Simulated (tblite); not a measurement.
Species: C5H12GeO2.
Z-matrix (Å and degrees, GFN2-xTB geometry), rows numbered from 1:
```
C 
C   1  1.3216
C   2  1.4991  1  123.09
C   2  1.5090  1  123.21  3  -179.28
O   4  1.4064  2  115.42  1    -9.70
Ge  5  1.7585  4  128.35  2   -73.06
O   6  1.7339  5  104.55  4   163.79
C   7  1.4146  6  127.48  5   -49.97
H   1  1.0787  2  121.67  3   178.72
H   1  1.0766  2  121.87  3    -0.33
H   3  1.0894  2  110.34  1  -124.29
H   3  1.0862  2  110.82  1    -3.61
H   3  1.0896  2  110.31  1   116.85
H   4  1.0982  2  108.60  1  -134.71
H   4  1.0990  2  108.54  1   108.81
H   6  1.4980  5  112.34  4   -87.49
H   6  1.5165  5  110.70  4    41.39
H   8  1.0910  7  106.97  6   171.08
H   8  1.0929  7  111.29  6   -69.95
H   8  1.0917  7  111.28  6    51.90
```

Method: GFN2-xTB as coded in tblite; computed harmonic values from a numerical Hessian at the method's own geometry, unscaled. Errors from tens to a few hundred cm⁻¹ against measured bands are possible. Modes of hydrogen on germanium can be 10 to 20 % off. One conformer, not necessarily the lowest.

Harmonic wavenumbers (cm⁻¹): 27.3, 40.2, 64.0, 97.7, 116.8, 130.0, 133.5, 181.3, 262.6, 273.9, 383.5, 410.5, 460.7, 498.6, 522.4, 552.6, 590.6, 683.2, 691.1, 790.4, 864.0, 890.2, 955.9, 967.9, 1013.2, 1052.9, 1055.3, 1085.5, 1128.5, 1140.0, 1234.6, 1241.6, 1339.5, 1394.8, 1406.9, 1412.5, 1457.3, 1479.0, 1480.6, 1483.5, 1484.2, 1734.2, 1841.8, 1988.9, 2860.5, 2887.5, 2938.5, 2956.4, 2978.6, 3002.7, 3017.4, 3054.0, 3082.7, 3120.0.

A = 2862, B = 734.8, C = 661.9 MHz; mass 178.005 u (most abundant isotopes); point group C1, symmetry number 1.

Problem. What is the zero-point energy?

Solution. ½Σν̃ = 33971 cm⁻¹ = 97.13 kcal/mol.

Problem. Give the ideal-gas entropy at 273.15 K and 1 bar in the rigid-rotor, harmonic-oscillator model (classical rotation).

Solution. Translation 41.03, rotation 29.56, vibration 37.64: S = 108.2 cal/(mol K).

Problem. And Cp and H(273.15 K) − H(0)?

Solution. Cp = 40.72 cal/(mol K), of which vibrations give 32.77 (their classical limit is 54 R = 107.3); H(273.15 K) − H(0) = 7.15 kcal/mol without the zero-point energy, 4.98 from vibrations.

Problem. Which modes carry the vibrational entropy at 273.15 K?

Solution. 27.3 cm⁻¹: 5.84; 40.2 cm⁻¹: 5.08; 64.0 cm⁻¹: 4.16; 97.7 cm⁻¹: 3.33; 116.8 cm⁻¹: 2.98; 130.0 cm⁻¹: 2.78 cal/(mol K); the other 48 give 13.48 together.

Problem. What must be added to the electronic energy to get the Gibbs energy at 273.15 K and 1 bar?

Solution. ZPE + [H(273.15 K) − H(0)] − T·S = 97.13 + 7.15 − 29.56 = 74.72 kcal/mol.

Problem. How do the functions run with temperature in this model?

Solution. 
| T (K) | S (cal/(mol K)) | Cp (cal/(mol K)) | H − H(0) (kcal/mol) | G − H(0) (kcal/mol) | ln q(vib) |
| --- | --- | --- | --- | --- | --- |
| 100 | 77.5 | 23.2 | 1.61 | -6.14 | 3.40 |
| 200 | 96.8 | 33.3 | 4.44 | -14.91 | 7.23 |
| 300 | 112.2 | 43.4 | 8.28 | -25.37 | 10.66 |
| 500 | 138.8 | 61.4 | 18.85 | -50.54 | 16.92 |
| 800 | 171.9 | 79.5 | 40.22 | -97.32 | 25.39 |
| 1000 | 190.6 | 87.5 | 56.96 | -133.60 | 30.52 |

q(vib) and H(0) count from the zero-point level.

Hindered rotation and anharmonicity are outside this model. Other conformers, if any are populated, would add a mixing term that is left out. The structure is chiral; the term R ln 2 for an equal mix with its mirror image is left out.
